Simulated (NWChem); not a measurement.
Program: NWChem. System: CH₄F₂Si, charge 0, spin multiplicity 1, at a geometry optimised with PBE/def2-SVP. The structure started from a generated list of species. Level: RHF/cc-pVDZ.

NWChem printed:

```
             Northwest Computational Chemistry Package (NWChem) 7.3.0
             --------------------------------------------------------

                                NWChem Input Module
                                -------------------

 Scaling coordinates for geometry "geometry" by  1.889725989
 (inverse scale =  0.529177249)

                             Geometry "geometry" -> ""
                             -------------------------

 Output coordinates in angstroms (scale by  1.889725989 to convert to a.u.)

  No.       Tag          Charge          X              Y              Z
 ---- ---------------- ---------- -------------- -------------- --------------
    1 F                    9.0000     1.72270200     0.07362000     0.84615100
    2 C                    6.0000     1.07473500    -0.57212300    -0.20341700
    3 Si                  14.0000    -0.80538900    -0.32882600    -0.09610200
    4 F                    9.0000    -1.18955100     1.23084000    -0.42999400
    5 H                    1.0000     1.46859800    -0.19195600    -1.17519300
    6 H                    1.0000     1.30628400    -1.66446300    -0.16980800
    7 H                    1.0000    -1.28216500    -0.64222600     1.28971800
    8 H                    1.0000    -1.46404300    -1.20519900    -1.12419200

 Effective nuclear repulsion energy (a.u.)     170.3244256550

            Nuclear Dipole moment (a.u.)
            ----------------------------
        X                 Y               Z
 ---------------- ---------------- ----------------
    -0.0000056692    -0.0000113384     0.0000151178


 Summary of "ao basis" -> "" (spherical)
 ------------------------------------------------------------------------------
       Tag                 Description            Shells   Functions and Types
 ---------------- ------------------------------  ------  ---------------------
 *                          cc-pvdz                   on all atoms

 Summary of "ao basis" -> "ao basis" (spherical)
 ------------------------------------------------------------------------------
       Tag                 Description            Shells   Functions and Types
 ---------------- ------------------------------  ------  ---------------------
 F                          cc-pvdz                  6       14   3s2p1d
 C                          cc-pvdz                  6       14   3s2p1d
 Si                         cc-pvdz                  8       18   4s3p1d
 H                          cc-pvdz                  3        5   2s1p

                                 NWChem SCF Module
                                 -----------------

  ao basis        = "ao basis"
  functions       =    80
  atoms           =     8
  closed shells   =    21
  open shells     =     0
  charge          =   0.00
  wavefunction    = RHF
  use symmetry    = F
  symmetry adapt  = F

 Summary of "ao basis" -> "ao basis" (spherical)
 ------------------------------------------------------------------------------
       Tag                 Description            Shells   Functions and Types
 ---------------- ------------------------------  ------  ---------------------
 F                          cc-pvdz                  6       14   3s2p1d
 C                          cc-pvdz                  6       14   3s2p1d
 Si                         cc-pvdz                  8       18   4s3p1d
 H                          cc-pvdz                  3        5   2s1p

 Forming initial guess at       0.1s

      Superposition of Atomic Density Guess
      -------------------------------------

 Sum of atomic energies:        -527.26626242

      Non-variational initial energy
      ------------------------------

 Total energy =    -528.274342
 1-e energy   =   -1070.354502
 2-e energy   =     371.755734
 HOMO         =      -0.336270
 LUMO         =       0.054504

 Starting SCF solution at       2.5s

 ----------------------------------------------
         Quadratically convergent ROHF

 Convergence threshold     :          1.000E-07
 Maximum no. of iterations :          100
 Final Fock-matrix accuracy:          1.000E-09
 ----------------------------------------------

              iter       energy          gnorm     gmax       time
             ----- ------------------- --------- --------- --------
                 1     -527.9769136515  1.08D+00  1.88D-01      2.6
                 2     -528.0424398410  3.24D-01  6.89D-02      2.7
                 3     -528.0510681444  1.70D-02  2.46D-03      2.9
                 4     -528.0510983893  1.11D-04  2.22D-05      3.2
                 5     -528.0510983910  7.82D-09  1.21D-09      3.7

       Final RHF  results
       ------------------

         Total SCF energy =   -528.051098391013
      One-electron energy =  -1072.422354976326
      Two-electron energy =    374.046830930334
 Nuclear repulsion energy =    170.324425654979

        Time for solution =      1.2s

             Final eigenvalues
             -----------------

              1
    1  -68.8462
    2  -26.2876
    3  -26.2849
    4  -11.3193
    5   -6.1892
    6   -4.2966
    7   -4.2949
    8   -4.2948
    9   -1.5937
   10   -1.5762
   11   -0.9563
   12   -0.7645
   13   -0.6999
   14   -0.6925
   15   -0.6728
   16   -0.6542
   17   -0.6505
   18   -0.6031
   19   -0.5336
   20   -0.4937
   21   -0.4597
   22    0.1436
   23    0.1692
   24    0.1932
   25    0.2087
   26    0.2285
   27    0.2431
   28    0.3323
   29    0.4046
   30    0.4534
   31    0.4996

                       ROHF Final Molecular Orbital Analysis
                       -------------------------------------

 Vector   19  Occ=2.000000D+00  E=-5.336397D-01
              MO Center=  1.3D+00, -5.1D-01, -5.7D-02, r^2= 1.9D+00
   Bfn.  Coefficient  Atom+Function         Bfn.  Coefficient  Atom+Function
  ----- ------------  ---------------      ----- ------------  ---------------
     5      0.342049  1 F  py                66      0.295032  6 H  s
    19     -0.293063  2 C  py                61     -0.269978  5 H  s
     8      0.261285  1 F  py                 6     -0.214759  1 F  pz
    20      0.186518  2 C  pz                 9     -0.164909  1 F  pz

 Vector   20  Occ=2.000000D+00  E=-4.937483D-01
              MO Center= -1.2D+00, -6.6D-01,  1.8D-02, r^2= 2.4D+00
   Bfn.  Coefficient  Atom+Function         Bfn.  Coefficient  Atom+Function
  ----- ------------  ---------------      ----- ------------  ---------------
    71      0.309179  7 H  s                 76     -0.305643  8 H  s
    38      0.300018  3 Si pz                77     -0.226628  8 H  s
    72      0.217353  7 H  s                 52     -0.183473  4 F  pz

 Vector   21  Occ=2.000000D+00  E=-4.597323D-01
              MO Center=  3.8D-01, -4.5D-01, -3.2D-02, r^2= 2.6D+00
   Bfn.  Coefficient  Atom+Function         Bfn.  Coefficient  Atom+Function
  ----- ------------  ---------------      ----- ------------  ---------------
    18      0.372037  2 C  px                36     -0.301432  3 Si px
     4     -0.270246  1 F  px                 7     -0.220620  1 F  px
    21      0.189450  2 C  px

 Vector   22  Occ=0.000000D+00  E= 1.436410D-01
              MO Center= -8.6D-01, -5.2D-01, -4.8D-02, r^2= 3.9D+00
   Bfn.  Coefficient  Atom+Function         Bfn.  Coefficient  Atom+Function
  ----- ------------  ---------------      ----- ------------  ---------------
    40      1.105595  3 Si py                17      0.610903  2 C  s
    32     -0.538580  3 Si s                 39     -0.420619  3 Si px
    49     -0.413261  4 F  s                 77      0.400441  8 H  s
    72      0.283890  7 H  s                 37      0.164189  3 Si py
    41     -0.153240  3 Si pz

 Vector   23  Occ=0.000000D+00  E= 1.691637D-01
              MO Center=  9.5D-02, -5.2D-01, -5.1D-01, r^2= 5.6D+00
   Bfn.  Coefficient  Atom+Function         Bfn.  Coefficient  Atom+Function
  ----- ------------  ---------------      ----- ------------  ---------------
    17      1.632815  2 C  s                 39     -1.014438  3 Si px
    62     -0.773505  5 H  s                 67     -0.712282  6 H  s
    72     -0.601862  7 H  s                 77     -0.517483  8 H  s
    40     -0.428724  3 Si py                23     -0.333940  2 C  pz
    41      0.301911  3 Si pz                32      0.215074  3 Si s

 Vector   24  Occ=0.000000D+00  E= 1.931652D-01
              MO Center= -1.1D-01, -4.1D-01, -7.1D-02, r^2= 4.3D+00
   Bfn.  Coefficient  Atom+Function         Bfn.  Coefficient  Atom+Function
  ----- ------------  ---------------      ----- ------------  ---------------
    72     -1.320921  7 H  s                 41      1.314327  3 Si pz
    77      0.566841  8 H  s                 32      0.460258  3 Si s
    67      0.424196  6 H  s                 22      0.382717  2 C  py
     3     -0.343150  1 F  s                 62      0.246150  5 H  s
    23      0.230707  2 C  pz                39     -0.200879  3 Si px

 center of mass
 --------------
 x =   0.01203872 y =   0.11487005 z =   0.03659322

 moments of inertia (a.u.)
 ------------------
         223.026842030511          90.259789356681        -124.887547688586
          90.259789356681         518.483395623459          20.156758755489
        -124.887547688586          20.156758755489         582.881946819240

  Mulliken analysis of the total density
  --------------------------------------

    Atom       Charge   Shell Charges
 -----------   ------   -------------------------------------------------------
    1 F    9     9.35   2.00  0.89  1.03  3.32  2.10  0.01
    2 C    6     5.93   2.00  0.66  0.45  1.92  0.79  0.10
    3 Si  14    13.12   2.00  2.01  0.74  0.24  6.00  1.33  0.41  0.39
    4 F    9     9.46   2.00  0.89  1.04  3.33  2.20  0.00
    5 H    1     0.94   0.75  0.16  0.03
    6 H    1     0.95   0.75  0.17  0.03
    7 H    1     1.12   0.73  0.38  0.01
    8 H    1     1.14   0.73  0.40  0.01

       Multipole analysis of the density wrt the origin
       ------------------------------------------------

     L   x y z        total         open         nuclear
     -   - - -        -----         ----         -------
     0   0 0 0     -0.000000      0.000000     42.000000

     1   1 0 0     -0.081912      0.000000     -0.000006
     1   0 1 0     -1.010585      0.000000     -0.000011
     1   0 0 1     -0.447453      0.000000      0.000015

     2   2 0 0    -24.677576      0.000000    225.357666
     2   1 1 0      0.516745      0.000000    -42.444896
     2   1 0 1     -2.463704      0.000000     55.490410
     2   0 2 0    -23.278911      0.000000     77.968640
     2   0 1 1      0.463526      0.000000     -7.239060
     2   0 0 2    -23.025421      0.000000     45.789829

 Task  times  cpu:        3.7s     wall:        3.7s

 Total times  cpu:        3.8s     wall:        3.8s
```

Question: Write an NWChem input that would produce this output.

Answer: Several could match; the one computed here: 
```
start mol
memory heap 200 mb stack 900 mb global 1100 mb
geometry units angstroms nocenter noautoz noautosym
  F      1.722702     0.073620     0.846151
  C      1.074735    -0.572123    -0.203417
  Si    -0.805389    -0.328826    -0.096102
  F     -1.189551     1.230840    -0.429994
  H      1.468598    -0.191956    -1.175193
  H      1.306284    -1.664463    -0.169808
  H     -1.282165    -0.642226     1.289718
  H     -1.464043    -1.205199    -1.124192
end
basis spherical
  * library cc-pvdz
end
scf
  rhf
  nopen 0
  maxiter 100
  thresh 1e-7
  semidirect memsize 60000000 filesize 0
end
task scf energy
```
